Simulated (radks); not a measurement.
The ruthenium ion Ru2+, configuration [Kr] 4d5 4f1 (not the ground configuration). Calculated with a radial shooting solver on a logarithmic mesh with Libxc functionals: Dirac Kohn-Sham, PBE, spin-unpolarised, spherical densities, point nucleus; open shells are shared between the two j in proportion to 2j + 1.

Unscreened Slater integrals over Kohn-Sham orbitals (hartree). Large and small components are both included.

| integral | value |
|---|---|
| F0(4f7/2,4f7/2) | 0.16975 |
| F2(4f7/2,4f7/2) | 0.087745 |
| F4(4f7/2,4f7/2) | 0.057040 |
| F6(4f7/2,4f7/2) | 0.041715 |
| F0(4f7/2,4f5/2) | 0.16976 |
| F2(4f7/2,4f5/2) | 0.087747 |
| F4(4f7/2,4f5/2) | 0.057039 |
| G2(4f7/2,4f5/2) | 0.087743 |
| G4(4f7/2,4f5/2) | 0.057037 |
| G6(4f7/2,4f5/2) | 0.041713 |
| F0(4f7/2,4d5/2) | 0.22135 |
| F2(4f7/2,4d5/2) | 0.041120 |
| F4(4f7/2,4d5/2) | 0.017444 |
| G1(4f7/2,4d5/2) | 0.026544 |
| G3(4f7/2,4d5/2) | 0.015118 |
| G5(4f7/2,4d5/2) | 0.010308 |
| F0(4f7/2,4d3/2) | 0.22143 |
| F2(4f7/2,4d3/2) | 0.040641 |
| G3(4f7/2,4d3/2) | 0.014818 |
| G5(4f7/2,4d3/2) | 0.010104 |
| F0(4f5/2,4f5/2) | 0.16978 |
| F2(4f5/2,4f5/2) | 0.087748 |
| F4(4f5/2,4f5/2) | 0.057039 |
| F0(4f5/2,4d5/2) | 0.22142 |
| F2(4f5/2,4d5/2) | 0.041160 |
| F4(4f5/2,4d5/2) | 0.017468 |
| G1(4f5/2,4d5/2) | 0.026588 |
| G3(4f5/2,4d5/2) | 0.015142 |
| G5(4f5/2,4d5/2) | 0.010325 |
| F0(4f5/2,4d3/2) | 0.22150 |
| F2(4f5/2,4d3/2) | 0.040680 |
| G1(4f5/2,4d3/2) | 0.026075 |
| G3(4f5/2,4d3/2) | 0.014847 |
| F0(4d5/2,4d5/2) | 0.62424 |
| F2(4d5/2,4d5/2) | 0.31433 |
| F4(4d5/2,4d5/2) | 0.20612 |
| F0(4d5/2,4d3/2) | 0.62700 |
| F2(4d5/2,4d3/2) | 0.31569 |
| G2(4d5/2,4d3/2) | 0.31556 |
| G4(4d5/2,4d3/2) | 0.20694 |
| F0(4d3/2,4d3/2) | 0.62981 |
| F2(4d3/2,4d3/2) | 0.31710 |
